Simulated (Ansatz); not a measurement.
The same hydrolysis along the group Mg, Zn, Cd.

Program: Ansatz. Geometries: PBE0-D4/def2-TZVP. ΔE: electronic, gas phase. CCSD(T)/CBS is the MP2 limit (def2-TZVPP, def2-QZVPP) plus CCSD(T) − MP2 in def2-TZVPP, frozen cores. This one scheme is used for every species. DFT in def2-TZVPP. def2 core potentials past Kr. For Cd, Mg, Zn outer-core shells are correlated without core-valence functions, which leaves a few kJ/mol of doubt a bond. Scalar relativity is left out up to krypton. One conformer a species, not always the lowest.

```
                                              reaction  ωB97M-V (kJ/mol)  B2PLYP (kJ/mol)  CCSD/CBS(def2) (kJ/mol)  CCSD(T)/CBS(def2) (kJ/mol)
`[NH2][Mg][O][SiH3]` + H₂O → `[OH][Mg][O][SiH3]` + NH₃               -61              -63                      -62                         -61
`[NH2][Zn][O][SiH3]` + H₂O → `[OH][Zn][O][SiH3]` + NH₃               -18              -21                      -20                         -19
`[NH2][Cd][O][SiH3]` + H₂O → `[OH][Cd][O][SiH3]` + NH₃               -11              -12                      -10                          -9
```

Largest T1 diagnostic: 0.016, for `[OH][Zn][O][SiH3]`.
